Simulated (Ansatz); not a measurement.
Consider the ligand exchange at the Sn–N bond: `[SiH3][NH][SnH3]` + `NCF` → `FC[NH][SnH3]` + `N[SiH3]`.

Program: Ansatz. Geometries: PBE0-D4/def2-TZVP. ΔE: electronic, gas phase. CCSD(T)/CBS adds triple-zeta CCSD(T) − MP2 to the extrapolated MP2 energy (def2 sets, frozen cores). This one scheme is used for every species. DFT in def2-TZVPP. B3LYP here is the variant with VWN-RPA as its local correlation; programs differ in this. Elements past krypton have def2 core potentials. For Sn outer-core shells are correlated without core-valence functions, which leaves a few kJ/mol of doubt a bond. One conformer a species, not always the lowest.

```
         level  ΔE (kJ/mol)  difference from CCSD(T)/CBS
        PBE-D4          9.6                         -3.2
     r2SCAN-D4         10.6                         -2.2
       ωB97X-V         11.3                         -1.5
       ωB97M-V         11.0                         -1.8
        r2SCAN         10.5                         -2.3
         B3LYP         10.1                         -2.7
 HF/def2-TZVPP         17.2                          4.4
 HF/def2-QZVPP         17.7                          4.9
MP2/def2-QZVPP         12.8                          0.0
CCSD/CBS(def2)         13.5                          0.7
   CCSD(T)/CBS         12.8                            0
```

Largest T1 diagnostic among the species: 0.013.

In def2-TZVPP, CCSD(T) changes the Hartree–Fock value by −4.8 kJ/mol (the triples alone add −0.7 kJ/mol) and MP2 by −4.8 kJ/mol.
